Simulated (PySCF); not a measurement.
Molfile (atoms numbered from 1):
```
C6H13BO
     RDKit          3D

 21 21  0  0  0  0  0  0  0  0999 V2000
    3.3637    1.2383   -0.2162 C   0  0  0  0  0  0  0  0  0  0  0  0
    1.9783    1.1324   -0.2301 O   0  0  0  0  0  0  0  0  0  0  0  0
    1.5080   -0.1450    0.0944 C   0  0  0  0  0  0  0  0  0  0  0  0
   -0.0542   -0.2334    0.1274 B   0  0  0  0  0  0  0  0  0  0  0  0
   -0.8997   -1.5443    0.3584 C   0  0  0  0  0  0  0  0  0  0  0  0
   -2.3111   -1.0221    0.6681 C   0  0  0  0  0  0  0  0  0  0  0  0
   -2.4417    0.2747   -0.1380 C   0  0  0  0  0  0  0  0  0  0  0  0
   -1.0693    0.9527   -0.0285 C   0  0  0  0  0  0  0  0  0  0  0  0
    3.6322    2.2705   -0.4841 H   0  0  0  0  0  0  0  0  0  0  0  0
    3.8435    0.5517   -0.9442 H   0  0  0  0  0  0  0  0  0  0  0  0
    3.7901    1.0139    0.7836 H   0  0  0  0  0  0  0  0  0  0  0  0
    1.9006   -0.9148   -0.6106 H   0  0  0  0  0  0  0  0  0  0  0  0
    1.8882   -0.4759    1.0904 H   0  0  0  0  0  0  0  0  0  0  0  0
   -0.9008   -2.0403   -0.6364 H   0  0  0  0  0  0  0  0  0  0  0  0
   -0.5095   -2.2942    1.0643 H   0  0  0  0  0  0  0  0  0  0  0  0
   -3.1125   -1.7457    0.4480 H   0  0  0  0  0  0  0  0  0  0  0  0
   -2.3854   -0.7905    1.7458 H   0  0  0  0  0  0  0  0  0  0  0  0
   -2.6437    0.0274   -1.1955 H   0  0  0  0  0  0  0  0  0  0  0  0
   -3.2810    0.9031    0.2009 H   0  0  0  0  0  0  0  0  0  0  0  0
   -0.9816    1.4936    0.9390 H   0  0  0  0  0  0  0  0  0  0  0  0
   -0.8316    1.7034   -0.7970 H   0  0  0  0  0  0  0  0  0  0  0  0
  1  2  1  0
  2  3  1  0
  3  4  1  0
  4  5  1  0
  5  6  1  0
  6  7  1  0
  7  8  1  0
  8  4  1  0
  1  9  1  0
  1 10  1  0
  1 11  1  0
  3 12  1  0
  3 13  1  0
  5 14  1  0
  5 15  1  0
  6 16  1  0
  6 17  1  0
  7 18  1  0
  7 19  1  0
  8 20  1  0
  8 21  1  0
M  END
```

Geometry: PBE0-D3(BJ)/def2-SVP; GIAO absolute shieldings from PySCF, gas phase, non-relativistic, averaged over equivalent atoms.

At CAM-B3LYP/pcSseg-1 (201 basis functions, 110 s wall time on 1 thread of an Intel Xeon, shared host):
```tsv
atoms	σ (ppm)
C3	108.7
C1	120.1
C6/C7	152.9
C5/C8	153.3
O2	329.5
B4	3.4
H12/H13	27.82
H9/H10/H11	28.07
H16/H17/H18/H19	29.76
H14/H15/H20/H21	30.18
```

Task: What do these become at PBE0/pcSseg-1?

Result: 
| atoms | σ at PBE0/pcSseg-1 | change |
| --- | --- | --- |
| C3 | 111.2 | +2.5 |
| C1 | 122.7 | +2.6 |
| C6/C7 | 154.7 | +1.8 |
| C5/C8 | 154.8 | +1.5 |
| O2 | 326.3 | -3.2 |
| B4 | 8.4 | +5.0 |
| H12/H13 | 27.71 | -0.11 |
| H9/H10/H11 | 28.05 | -0.02 |
| H16/H17/H18/H19 | 29.67 | -0.09 |
| H14/H15/H20/H21 | 30.06 | -0.12 |

The largest change is at B4 (boron bonded to 3 C, in a 5-membered ring). Cost: 201 basis functions, 100 s wall time (91 s CPU) on 1 thread of an Intel Xeon, shared host. The order of the carbon signals is the same at both levels.

A carbon bonded to boron is broadened by the quadrupolar boron nucleus and is often missing from a measured spectrum.
